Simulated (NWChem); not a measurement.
Species: fluoroethane (C$_{2}$H$_{5}$F); SMILES C(C)F

```xyz
8

C      1.1720    -0.1379     0.2634
C     -0.3217    -0.3966     0.2144
F     -0.9475     0.5971    -0.5343
H      1.6763    -0.9150     0.8495
H      1.5951    -0.1365    -0.7464
H      1.3789     0.8330     0.7254
H     -0.7608    -0.3904     1.2202
H     -0.5441    -1.3640    -0.2536
```
Atoms are numbered in this order, from 1.

Program: NWChem. The geometry was optimised at B3LYP/6-31G* (spherical d). GIAO values for the isolated, static molecule; σ is the absolute isotropic shielding, δ = σ(reference) − σ with the isolated reference molecule computed at the same levels (13C: tetramethylsilane, 19F: trichlorofluoromethane, 1H: tetramethylsilane).

Task: Predict the results for B3LYP/IGLO-III. Quantities: δ C1 (ppm); δ C2 (ppm); δ F3 (ppm); δ H4 (rotor mean) (ppm); δ H7 (ppm).

Result: 
- δ C1 (ppm) = 18.9
- δ C2 (ppm) = 86.3
- δ F3 (ppm) = -246.1
- δ H4 (rotor mean) (ppm) = 1.29
- δ H7 (ppm) = 4.57
